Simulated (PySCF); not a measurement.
The dipole of `C1CC([SiH2]O[SiH2][SiH3])C1` from its density and from atomic charges.

Coordinates (PBE0-D3(BJ)/def2-SVP, Å) and charges (e) from the PBE0/pcSseg-1 density (PySCF):

```tsv
atom	x	y	z	Mulliken	IAO	Hirshfeld	ESP-fitted
Si1	3.087	0.927	-1.073	+0.1167	+0.2293	+0.2026	+0.1213
Si2	2.159	-1.226	-1.241	+0.5952	+0.7223	+0.3181	+0.4212
O3	1.420	-1.663	0.183	-0.7658	-0.8611	-0.3103	-0.3866
Si4	0.328	-1.070	1.293	+0.9167	+0.9822	+0.3934	+0.3591
C5	-1.280	-0.617	0.451	-0.5793	-0.4206	-0.1210	-0.0658
C6	-2.366	0.131	1.270	-0.1854	-0.2482	-0.0658	-0.1225
C7	-2.632	1.023	0.044	-0.2117	-0.2521	-0.0669	-0.1643
C8	-1.276	0.581	-0.537	-0.2171	-0.2498	-0.0676	-0.1150
H9	4.083	0.988	0.041	-0.0493	-0.0893	-0.0715	-0.0462
H10	2.020	1.942	-0.808	-0.0660	-0.0954	-0.0716	-0.0706
H11	3.775	1.286	-2.354	-0.0598	-0.0906	-0.0723	-0.0557
H12	1.172	-1.250	-2.368	-0.0966	-0.1366	-0.0820	-0.1067
H13	3.229	-2.224	-1.540	-0.0852	-0.1189	-0.0759	-0.0899
H14	0.139	-2.114	2.342	-0.1059	-0.1353	-0.0802	-0.0874
H15	0.894	0.169	1.922	-0.1169	-0.1574	-0.0872	-0.0785
H16	-1.711	-1.509	-0.034	+0.1469	+0.1413	+0.0397	+0.0871
H17	-3.201	-0.467	1.665	+0.1312	+0.1331	+0.0379	+0.0488
H18	-1.933	0.705	2.107	+0.1184	+0.1267	+0.0366	+0.0705
H19	-2.791	2.099	0.216	+0.1234	+0.1297	+0.0370	+0.0645
H20	-3.470	0.640	-0.557	+0.1202	+0.1339	+0.0395	+0.0820
H21	-0.477	1.306	-0.307	+0.1336	+0.1246	+0.0321	+0.0838
H22	-1.226	0.349	-1.611	+0.1366	+0.1322	+0.0355	+0.0510
```

Q: What dipole does each set of charges give (1 e·Å = 4.803 D), and what does the density give?

A: The full density gives (-1.17, 0.48, -0.38) D, 1.32 D in size; dipole vectors point from the negative to the positive end.

| scheme | μx | μy | μz | size (D) | share of the full size (%) | angle to the full dipole (°) |
| --- | --- | --- | --- | --- | --- | --- |
| Mulliken | -0.42 | 1.35 | 0.16 | 1.42 | 108 | 55 |
| IAO | -0.43 | 1.04 | -0.25 | 1.16 | 87 | 44 |
| Hirshfeld | -0.60 | 0.38 | -0.13 | 0.73 | 55 | 12 |
| ESP-fitted | -1.16 | 0.51 | -0.39 | 1.33 | 100 | 1 |

Q: Which set comes closest?

A: Length of the difference vector: ESP-fitted 0.03 D, Hirshfeld 0.63 D, IAO 0.93 D, Mulliken 1.26 D. Closest: ESP-fitted. 

Q: What is left for the Hirshfeld atoms' own dipoles?

A: The Hirshfeld atoms' densities add up to the full density, so μ = Σ q r + Σ (atomic dipoles). The atomic dipoles sum to (-1.17, 0.48, -0.38) − (-0.60, 0.38, -0.13) = (-0.57, 0.10, -0.25) D, 0.63 D in size.

Q: With the origin at the mean of the coordinates, (-0.003, 0.000, -0.041) Å, which are the largest single terms, by size, of the ESP-fitted dipole along the direction of the full one?

A: Si2 -4.09, O3 +3.59, C7 -2.11, Si4 -1.84, H13 +1.40 D; all 22 atoms together +1.33 D. The single terms depend on the origin, their sum doesn't.

Q: Give the size of the full dipole in other units.

A: 1.32 D = 0.519 au = 0.275 e·Å = 4.40 × 10⁻³⁰ C·m.

Isolated species at its PBE0-D3(BJ)/def2-SVP geometry (one conformer only).

Conformer computed: `[SiH3:1][SiH2:2][O:3][SiH2:4][CH:5]1[CH2:6][CH2:7][CH2:8]1`: Si1–Si2–O3–Si4 50°, Si2–O3–Si4–C5 56°, O3–Si4–C5–C6 -172°.
